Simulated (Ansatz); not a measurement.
Ansatz results at the PBE0-D4/def2-TZVP geometry: size of the dipole moment (PBE/def2-TZVPP) 0.97 D; HOMO energy (PBE0/def2-TZVPP) -8.29 eV; size of the dipole moment (ωB97M-V/def2-TZVPP) 0.92 D.

Each molecule was computed in one conformer, which needn't be the lowest.

(1) Which molecule gave them?
A. `CC(=O)O[SiH2]F`
B. `C[SiH](C)O[SiH3]`
C. `CN[SiH](Cl)OC`
D. `Br[SiH2]Br`

Results:

(1) B. The others give `CN[SiH](Cl)OC`: 1.21, -7.18, 1.14; `CC(=O)O[SiH2]F`: 1.83, -8.55, 1.90; `Br[SiH2]Br`: 0.96, -8.62, 1.10.
